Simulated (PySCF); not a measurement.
Compound: C₈H₉F₂ (doublet state).
Geometry (PBE0-D3(BJ)/def2-SVP, Å), atoms numbered from 1 in this order:
```xyz
19
C8H9F2 angstrom
F      2.8511   -0.8520   -0.3421
C      1.8909    0.0327   -0.7064
F      2.4996    1.2199   -0.9462
C      0.8814    0.1792    0.4005
C      0.0987   -1.1230    0.7112
C     -1.3959   -0.6627    0.6082
C     -1.2611    0.7451    1.1267
C     -0.2617    1.2167    0.1028
C     -0.9503    0.7454   -1.1664
C     -1.6260   -0.3730   -0.8639
H      1.4428   -0.3214   -1.6515
H      1.4454    0.5137    1.2860
H      0.3319   -1.4916    1.7204
H      0.3253   -1.9376    0.0055
H     -2.1123   -1.3353    1.0964
H     -1.2717    1.0379    2.1808
H      0.0716    2.2608    0.1291
H     -0.8206    1.1944   -2.1529
H     -2.1588   -1.0309   -1.5533
```

The hyperfine couplings belong to this conformer and change with its torsions.

The species is `C1=C[C@@H]2[C@H](C(F)F)C[C@H]1[CH]2` [radical].

Computed with PySCF 2.14.0, UKS B3LYP, IGLO-III on C F, pcH-1 on H, non-relativistic, mean-field spin-orbit, GIAO. One conformer (not necessarily the lowest) at the PBE0-D3(BJ)/def2-SVP geometry, without solvent, vibrations or thermal averaging. Stability of the SCF solution: not tested.

**Question.** Predict the first-order ENDOR lines of C5, C4, C9, C10, C6, C8, C2, F1, H16 and H14 under fast tumbling at B = 339.5 mT (X band).

**Answer.** ν± = |νn ± a/2|, one line for each electron-spin manifold; νn = |g_N| × 7.62259 MHz/T × B.

| nuclei | isotope | g_N | νn (MHz) | a_iso (MHz) | lower line (MHz) | upper line (MHz) |
| --- | --- | --- | --- | --- | --- | --- |
| C5 | 13C | 1.4048 | 3.64 | 50.88 | 21.81 | 29.08 |
| C4 | 13C | 1.4048 | 3.64 | 50.42 | 21.57 | 28.85 |
| C9 | 13C | 1.4048 | 3.64 | 22.48 | 7.60 | 14.88 |
| C10 | 13C | 1.4048 | 3.64 | 21.59 | 7.16 | 14.43 |
| C6 | 13C | 1.4048 | 3.64 | -16.73 | 4.73 | 12.00 |
| C8 | 13C | 1.4048 | 3.64 | -15.21 | 3.97 | 11.24 |
| C2 | 13C | 1.4048 | 3.64 | 13.25 | 2.99 | 10.26 |
| F1 | 19F | 5.2577 | 13.61 | 29.22 | 1.01 | 28.22 |
| H16 | 1H | 5.5857 | 14.46 | -32.25 | 1.67 | 30.58 |
| H14 | 1H | 5.5857 | 14.46 | 21.18 | 3.87 | 25.04 |

The rows for 13C, of low natural abundance, apply to labelled samples.

**Question.** Which pairs are centred on the nuclear Larmor frequency, and which on half the coupling?

**Answer.** Centred on νn, since |a| < 2νn: H14. Centred on |a|/2 and split by 2νn: C5, C4, C9, C10, C6, C8, C2, F1 and H16.

**Question.** At what field would the lower line of C10 fall to zero frequency?

**Answer.** Where νn = |a|/2, that is B = 10.79 MHz/(1.4048 × 7.62259 MHz/T) = 1010 mT, as far as first order holds there.

Couplings of abundant isotopes left out: H17 (5.1 MHz), H15 (4.9 MHz), H18 (-2.1 MHz), H19 (-1.7 MHz), H13 (-1.2 MHz) and F3 (-1.1 MHz).

Time: 4.6 min. Hardware: one thread of an x86-64 server (shared host).
